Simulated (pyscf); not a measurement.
PySCF, gas phase, ωB97X-D3(BJ)/def2-SVP geometries. Correlated levels are frozen-core, on RHF or UHF. ΔMP2 is the change of the MP2 total energy from the triple- to the quadruple-zeta basis.

SMILES: Cl[CH2][ZnH]
```xyz
6

Cl     0.8655     1.9155    -0.7302
C      0.1773     0.2374    -0.7253
Zn     0.1516    -0.2574     1.1669
H     -0.8072     0.2972    -1.2123
H      0.8286    -0.3749    -1.3663
H      0.1541    -0.5924     2.6696
```

How much does it cost (ΔH, 298 K, CCSD(T)/def2-TZVPP + ΔMP2(QZVPP)) to split Cl–CH₂–ZnH (SMILES Cl[CH2][ZnH]) at its C–Zn bond into •H₂C–Cl + ZnH•?

C–Zn to •H₂C–Cl + ZnH•: 71.3 kcal/mol. Cl–CH₂–ZnH lies 52.1 kcal/mol over its isomer H₃C–Zn–Cl, and others may lie lower still (electronic energy, ωB97M-D3(BJ)). The CCSD(T) − MP2 part came from Ansatz, without density fitting, on the same reference. The frozen core leaves the outer d or s,p core shells of the metals and heavy elements correlated in the MP2 and CC values, and def2-TZVPP describes them poorly, which can shift differences by a few kcal/mol. Elements up to Kr have no core potential and no relativistic terms here.
